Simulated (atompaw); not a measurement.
**Reading a pseudo-wave (C)**

Columns: radius, all-electron u(r) and pseudo u(r) of the 2p shell (level -5.29 eV) of carbon in the configuration [He] 2s2 2p2; PBE, non-relativistic, PAW (atompaw) scheme, atompaw 4.2.0.5.

```
r (bohr)  all-electron  pseudo
   0.087        0.0371  0.0061
   0.173        0.1161  0.0238
   0.260        0.2105  0.0529
   0.346        0.3036  0.0915
   0.433        0.3904  0.1388
   0.519        0.4656  0.1920
   0.606        0.5301  0.2501
   0.692        0.5830  0.3096
   0.779        0.6262  0.3697
   0.865        0.6590  0.4269
   0.952        0.6829  0.4806
   1.038        0.6983  0.5281
   1.125        0.7067  0.5690
   1.212        0.7089  0.6021
   1.298        0.7060  0.6265
   1.385        0.6988  0.6428
   1.471        0.6883  0.6511
   1.558        0.6748  0.6521
   1.644        0.6593  0.6467
   1.731        0.6420  0.6360
   1.817        0.6236  0.6213
   1.904        0.6040  0.6036
   1.990        0.5841  0.5842
   2.077        0.5636  0.5637
   2.163        0.5432  0.5432
   2.250        0.5225  0.5225
```

(1) How many radial nodes do the two functions have?

(2) Is the pseudo-wave norm-conserving?

Answers

(1) The all-electron 2p function has n − l − 1 = 0; the pseudo-wave has 0.

(2) No, it belongs to a PAW set: the norm inside the radius is not constrained, and the difference is carried by the augmentation charge.
